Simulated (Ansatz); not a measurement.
CH7FSi2, SMILES `C[SiH2][SiH2]F`, relaxed with RKS PBE0-D4/def2-TZVP in Ansatz from a PBE-D4/def2-SVP geometry. The force threshold is 0.005 eV/Å; the program also tests the step.

The species carries charge 0 and has multiplicity 1.

Start:

```xyz
11

C     1.628    0.645    0.004
Si    0.387   -0.790   -0.066
Si   -1.808    0.048    0.048
F    -2.891   -1.194   -0.004
H     1.477    1.341   -0.845
H     1.520    1.216    0.947
H     2.666    0.257   -0.048
H     0.608   -1.737    1.085
H     0.549   -1.570   -1.345
H    -2.033    0.810    1.330
H    -2.102    0.972   -1.106
```

```json
{"step": "1", "energy (eV)": "-19616.5552", "largest force (eV/Å)": "1.105", "largest move (Å)": "0.000"}
{"step": "2", "energy (eV)": "-19616.5993", "largest force (eV/Å)": "0.682", "largest move (Å)": "0.033"}
{"step": "3", "energy (eV)": "-19616.6100", "largest force (eV/Å)": "0.108", "largest move (Å)": "0.021"}
{"step": "4", "energy (eV)": "-19616.6106", "largest force (eV/Å)": "0.025", "largest move (Å)": "0.011"}
{"step": "5", "energy (eV)": "-19616.6107", "largest force (eV/Å)": "0.014", "largest move (Å)": "0.009"}
{"step": "6", "energy (eV)": "-19616.6107", "largest force (eV/Å)": "0.003", "largest move (Å)": "0.002"}
```

End:

```xyz
11

C     1.619    0.635    0.003
Si    0.390   -0.783   -0.064
Si   -1.800    0.047    0.049
F    -2.861   -1.160   -0.004
H     1.469    1.323   -0.833
H     1.513    1.200    0.932
H     2.642    0.257   -0.049
H     0.612   -1.719    1.073
H     0.551   -1.553   -1.330
H    -2.036    0.796    1.313
H    -2.100    0.957   -1.091
```

It took 16 s on 4 threads of an Arm Neoverse V1 on a shared host, with 0.41 GiB of host memory at the peak.
